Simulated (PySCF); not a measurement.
# Electron correlation in Pd⁺ (palladium, charge +1)

[Kr] 4d8 5p1, one real determinant (an excited configuration). Calculation: PySCF 2.14, in def2-QZVPPD with the def2 core potential (28 electrons) (7s5p4d4f2g, 88 functions); a scalar-relativistic core potential. Frozen: 4s2 4p6; 9 electrons correlated.

| level | correlation energy (mhartree) |
| --- | --- |
| CCSD | -246.53 |
| (T) | -8.49 |
| CCSD(T) | -255.02 |

Diagnostics: T1 = 0.013, D1 = 0.0531, largest double amplitude 0.031.

The real determinant used has ⟨L²⟩ near 14 against 20 for a pure G term, so it mixes terms.

Cost of the coupled-cluster step: about 70 core-seconds, for 9 correlated electrons.

Iterations:

```
CC2 = 0
CCSD nocc = (np.int64(6), np.int64(3)), nmo = (84, 84)
frozen orbitals [[0, 1, 2, 3], [0, 1, 2, 3]]
max_cycle = 100
direct = 0
conv_tol = 1e-08
conv_tol_normt = 1e-06
diis_space = 8
diis_start_cycle = 0
Init t2, MP2 energy = -0.24979954459114
Init E_corr(UCCSD) = -0.249799544592167
cycle = 1  E_corr(UCCSD) = -0.243478192543733  dE = 0.00632135205  norm(t1,t2) = 0.0392423
cycle = 2  E_corr(UCCSD) = -0.245407982895498  dE = -0.00192979035  norm(t1,t2) = 0.0167897
cycle = 3  E_corr(UCCSD) = -0.246292858367361  dE = -0.000884875472  norm(t1,t2) = 0.0100594
cycle = 4  E_corr(UCCSD) = -0.246415130318787  dE = -0.000122271951  norm(t1,t2) = 0.00400947
cycle = 5  E_corr(UCCSD) = -0.246456796834214  dE = -4.16665154e-05  norm(t1,t2) = 0.0029971
cycle = 6  E_corr(UCCSD) = -0.246519202937863  dE = -6.24061036e-05  norm(t1,t2) = 0.00142737
cycle = 7  E_corr(UCCSD) = -0.246532000626383  dE = -1.27976885e-05  norm(t1,t2) = 0.000729046
cycle = 8  E_corr(UCCSD) = -0.246518899588828  dE = 1.31010376e-05  norm(t1,t2) = 0.000422354
cycle = 9  E_corr(UCCSD) = -0.246523828070016  dE = -4.92848119e-06  norm(t1,t2) = 0.000311278
cycle = 10  E_corr(UCCSD) = -0.246526598615651  dE = -2.77054564e-06  norm(t1,t2) = 0.000154342
cycle = 11  E_corr(UCCSD) = -0.246525504615139  dE = 1.09400051e-06  norm(t1,t2) = 8.17412e-05
cycle = 12  E_corr(UCCSD) = -0.246526037370812  dE = -5.32755673e-07  norm(t1,t2) = 2.97903e-05
cycle = 13  E_corr(UCCSD) = -0.246525948893441  dE = 8.84773703e-08  norm(t1,t2) = 9.58518e-06
cycle = 14  E_corr(UCCSD) = -0.246525965254259  dE = -1.63608176e-08  norm(t1,t2) = 3.28944e-06
cycle = 15  E_corr(UCCSD) = -0.246525932836033  dE = 3.24182258e-08  norm(t1,t2) = 1.499e-06
cycle = 16  E_corr(UCCSD) = -0.246525922532059  dE = 1.03039741e-08  norm(t1,t2) = 7.90178e-07
cycle = 17  E_corr(UCCSD) = -0.246525917393609  dE = 5.13844972e-09  norm(t1,t2) = 4.88872e-07
UCCSD converged
E(UCCSD) = -126.7823302895228  E_corr = -0.2465259173936094
UCCSD(T) correction = -0.00849261229160736
```

The reference is one real determinant that mixes LS terms of this configuration.
